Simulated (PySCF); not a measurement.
**Gas-phase XPS of `[SiH3]O[SiH2]O[SiH3]`, computed**

H8O2Si3.
Atom-mapped SMILES: `[SiH3:1][O:2][SiH2:3][O:4][SiH3:5]`

Computed, not measured: delta-SCF UKS SCAN, pcX-2 on the ionised atom, pcseg-1 elsewhere, spin-free X2C in PySCF 2.14.0. Binding energies are ΔSCF values: E(core-ionised, relaxed orbitals) − E(ground state) at a fixed geometry, referred to the vacuum level.

**Question.** Give the core binding energies atom by atom.

**Answer.** 
| atom(s) | environment | level | binding energy (eV) | 2p1/2 (eV) | above the level's lowest (eV) | count |
| --- | --- | --- | --- | --- | --- | --- |
| Si1/Si5 | oxygen-bound silicon | Si 2p3/2 | 107.69 | 108.32 | 0.00 | 2 |
| Si3 | oxygen-bound silicon | Si 2p3/2 | 108.03 | 108.66 | +0.34 | 1 |
| O2/O4 | siloxane oxygen | O 1s | 538.01 | – | 0.00 | 2 |
| Si1/Si5 | oxygen-bound silicon | Si 1s | 1847.62 | – | 0.00 | 2 |
| Si3 | oxygen-bound silicon | Si 1s | 1848.15 | – | +0.53 | 1 |

The listed Si 1s values span 0.53 eV, from Si1/Si5 (bonded to O and 3 H) to Si3 (bonded to 2 O and 2 H). Summing the Pauling electronegativity differences to the bonded atoms, each weighted by its formal bond order, gives +2.44 for the lowest site and +3.68 for the highest.

Lowest listed Si 2p3/2: Si1/Si5, bonded to O and 3 H. Highest, 0.34 eV above it: Si3, bonded to 2 O and 2 H.

**Question.** Give the binding energy of Si 2p3/2 of Si1/Si5 in hartree and in kJ/mol.

**Answer.** 107.69 eV = 3.9575 Eh = 10391 kJ/mol.

**Question.** Which effective nuclear charge Zeff reproduces each element's mean 1s value in the hydrogen-like formula E = 13.606 eV × Zeff²?

**Answer.** O (Z = 8): mean 538.0 eV, Zeff = 6.29, Z − Zeff = 1.71; Si (Z = 14): mean 1847.8 eV, Zeff = 11.65, Z − Zeff = 2.35. Means run over the listed sites, weighted by atom count.

Topologically equivalent atoms share the value of their first member; where this conformer doesn't relate them by symmetry, their own values could differ. Spin–orbit coupling isn't in the SCF: each 2p doublet comes from a relaxed spin-free hole plus a matrix of the shell (mean-field spin–orbit coupling and the ground-state 2p splitting), with 2p3/2 averaged over its two sublevels. 2p1/2 minus 2p3/2 (ligand field included): Si 0.63 eV. The structure is a single PBE0-D3(BJ)/def2-SVP conformer in the gas phase; no vibrational or solvent corrections.

The values belong to the conformer `[SiH3:1][O:2][SiH2:3][O:4][SiH3:5]`: Si1–O2–Si3–O4 12°, O2–Si3–O4–Si5 9°.
